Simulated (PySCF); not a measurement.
**Arsenic: highly charged ions in a basis for the neutral atom**

As⁶⁺ [Ar] 3d9, As⁷⁺ [Ar] 3d8. All numbers are calculated (PySCF 2.14, scalar relativity by spin-free X2C-1e, in jorge-DZP-DKH (8s6p2d1f, 43 functions)). No spin-orbit coupling, so a gap to NIST mixes the basis error with missing relativistic terms.

Changed run: basis of the neutral atom used for a highly charged ion. This setting is unsound on purpose.

| species | method | sound run (hartree) | changed run (hartree) | converged |
| --- | --- | --- | --- | --- |
| As⁶⁺ | UHF | not run | -2248.47822 | yes |
| As⁶⁺ | TPSS | not run | -2249.86605 | yes |
| As⁶⁺ | MN15 | not run | -2251.57161 | yes |
| As⁷⁺ | UHF | not run | -2243.03955 | yes |
| As⁷⁺ | TPSS | not run | -2244.35834 | yes |
| As⁷⁺ | MN15 | not run | -2245.99538 | yes |

Ionisation energy of As⁶⁺:

```csv
method,changed run (eV),NIST (eV)
UHF,147.99,147 ± 2
TPSS,149.87,147 ± 2
MN15,151.74,147 ± 2
```

The contracted functions were made for the neutral atom and can be too rigid for a highly charged ion.
